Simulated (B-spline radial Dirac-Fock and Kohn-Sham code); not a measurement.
Method: Dirac-Fock energy differences between relaxed states, corrected for Breit and QED terms. Computed with a radial B-spline solver. Free neutral atoms.

Question: Order these X-ray lines by photon energy, lowest first.
A. Tb Lγ4
B. Eu Lβ1
C. In Lγ3
D. Ho Lγ5
E. Yb Lγ2
F. Lu Lβ7

Answer: C (4162.3 eV), B (6456.8 eV), D (8479.1 eV), A (8688.2 eV), F (9182.2 eV), E (10093.6 eV).
